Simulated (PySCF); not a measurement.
CH3Zn, SMILES [Zn][CH3] (connectivity only; charge and spin as stated), neutral, multiplicity 2.

Coordinates come from a PBE-D3(BJ)/def2-TZVP optimisation. The spin state was assumed, not searched. The isomer is the one that the SMILES or the coordinates give; other isomers of the formula were not compared.

The numbers are results of PySCF with PBE0/def2-TZVPD, not measurements.

Isolated molecule, no solvent.

```yaml
total_energy: -1818.97367 hartree
point_group: C3v
"α spin, highest occupied and lowest empty level": -5.11 and -0.63 eV
"β spin, highest occupied and lowest empty level": -7.86 and -2.15 eV
dipole_moment: 0.13 D
quadrupole, principal values (traceless, Buckingham form, about the centre of nuclear charge): -4.49, 2.25, 2.25 D·Å
mean_static_polarisability: 58.1 bohr³ (8.61 Å³)
polarisability_principal_values: 50.9, 50.9, 72.5 bohr³
"⟨S²⟩": 0.757 (pure state 0.75)
```
